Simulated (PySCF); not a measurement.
Isomers of C4H10BN, mass 83.091 u with the commonest isotopes. Method: PBE0-D3(BJ)/def2-SVP geometry optimisation, gas phase in PySCF 2.14.0. One conformer each, none proved a minimum here; rigid rotors.

Problem. Order these by dipole moment, largest first.
A. `[BH:1]1[CH2:2][CH2:3][CH2:4][CH2:5][NH:6]1` with N6–B1–C2–C3 -72°, B1–C2–C3–C4 55°, C2–C3–C4–C5 -53°, C3–C4–C5–N6 52°
B. `[CH2:1]=[CH:2][BH:3][NH:4][CH2:5][CH3:6]` with C1–C2–B3–N4 -179°, C2–B3–N4–C5 179°, B3–N4–C5–C6 -117°
C. `[CH2:1]=[CH:2][N:3]([CH3:4])[BH:5][CH3:6]` with C1–C2–N3–C4 0°, C2–N3–B5–C6 0°

Solution. A (1.91 D), B (1.76 D), C (0.61 D).

Problem. Order these by rotational constant B, largest first.
A. `[CH2:1]=[CH:2][N:3]([CH3:4])[BH:5][CH3:6]` with C1–C2–N3–C4 0°, C2–N3–B5–C6 0°
B. `[CH2:1]=[CH:2][BH:3][NH:4][CH2:5][CH3:6]` with C1–C2–B3–N4 -179°, C2–B3–N4–C5 179°, B3–N4–C5–C6 -117°
C. `[BH:1]1[CH2:2][CH2:3][CH2:4][CH2:5][NH:6]1` with N6–B1–C2–C3 -72°, B1–C2–C3–C4 55°, C2–C3–C4–C5 -53°, C3–C4–C5–N6 52° (1,2-BN cyclohexene)

Solution. C (4211 MHz), A (2584 MHz), B (1263 MHz).

Problem. Order these by rotational constant C, smallest first.
A. `[CH2:1]=[CH:2][BH:3][NH:4][CH2:5][CH3:6]` with C1–C2–B3–N4 -179°, C2–B3–N4–C5 179°, B3–N4–C5–C6 -117°
B. `[CH2:1]=[CH:2][N:3]([CH3:4])[BH:5][CH3:6]` with C1–C2–N3–C4 0°, C2–N3–B5–C6 0°
C. `[BH:1]1[CH2:2][CH2:3][CH2:4][CH2:5][NH:6]1` with N6–B1–C2–C3 -72°, B1–C2–C3–C4 55°, C2–C3–C4–C5 -53°, C3–C4–C5–N6 52° (1,2-BN cyclohexene)

Solution. A (1250 MHz), B (1803 MHz), C (2701 MHz).

| SMILES | point group | Ia (u·Å²) | Ib (u·Å²) | Ic (u·Å²) | κ | μa (D) | μb (D) | μc (D) |
| --- | --- | --- | --- | --- | --- | --- | --- | --- |
| C=CBNCC | C1 | 34.22 | 400.02 | 404.28 | -1.00 | 1.38 | 0.89 | 0.62 |
| C=CN(C)BC | – | 91.12 | 195.59 | 280.37 | -0.58 | 0.61 | 0.05 | 0.01 |
| B1CCCCN1 | C1 | 99.46 | 120.00 | 187.12 | 0.27 | 0.52 | 1.58 | 0.94 |
